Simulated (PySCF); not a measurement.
n,2,2-trimethylpropan-1-amine, C6H15N.
Structure used (PBE0-D3(BJ)/def2-SVP), in Å, numbered top down from 1:
```
atom  x, y, z in Å
C1     2.7388   -0.1225    0.1745
N2     1.3641   -0.5515    0.1696
C3     0.4097    0.5295    0.1629
C4    -1.0466    0.0595    0.0187
C5    -1.9473    1.2949    0.0287
C6    -1.2154   -0.6987   -1.2984
C7    -1.4281   -0.8492    1.1910
H8     3.0155    0.5381    1.0261
H9     2.9583    0.4374   -0.7493
H10    3.4093   -0.9950    0.1924
H11    1.1880   -1.1613    0.9637
H12    0.4846    1.1782    1.0677
H13    0.6481    1.1847   -0.6944
H14   -1.8485    1.8545    0.9728
H15   -1.6932    1.9786   -0.7970
H16   -3.0054    1.0115   -0.0848
H17   -1.0149   -0.0394   -2.1580
H18   -0.5084   -1.5387   -1.3509
H19   -2.2408   -1.0874   -1.4031
H20   -2.4948   -1.1184    1.1435
H21   -1.2523   -0.3507    2.1584
H22   -0.8589   -1.7923    1.1783
```

Computed with PySCF at PBE0/def2-SVPD, non-relativistic, on one gas-phase PBE0-D3(BJ)/def2-SVP geometry that isn't relaxed in the solvent. The solvent is an IEF-PCM continuum (van der Waals radii × 1.2), and excitations are vertical TDDFT with non-equilibrium linear response and a frozen core. The model holds no explicit solvent molecules, cavitation or dispersion.

```csv
run,E − E(gas) (kJ/mol),HOMO (eV),HOMO–LUMO gap (eV),dipole (D),lowest singlet (eV),static polarisability (au)
gas,0.00,-6.36,6.99,0.83,5.82,85.6
P,-7.75,-6.33,7.09,1.11,5.93,106.1
Q,-9.54,-6.34,7.12,1.19,5.96,111.2
```

Q: The runs were made in chloroform and dichloromethane. Which run belongs to which solvent?

A: P = chloroform, Q = dichloromethane. The dielectric constants are 4.711 (chloroform), 8.93 (dichloromethane), and the energy falls further as ε rises. The optical constants n² used for the excitations are 2.09, 2.03 in the same order. In this model the ground state sees the solvent through ε alone.

Q: How constant is the ratio of the lowering to (ε − 1)/(2ε + 1)?

A: 
```csv
solvent,(ε − 1)/(2ε + 1),E − E(gas) (kJ/mol),ratio (kJ/mol),polarisation term (kJ/mol)
chloroform,0.356,-7.75,-21.8,-8.50
dichloromethane,0.420,-9.54,-22.7,-10.74
```

The ratio changes by +4.2 % in size from chloroform to dichloromethane. The polarisation term is half the interaction of the solute with the induced surface charges.

On one thread, Arm Neoverse V1, on a shared host, this took 57 s of wall time. This is the whole response run at PBE0/def2-SVPD in dichloromethane, SCF included.
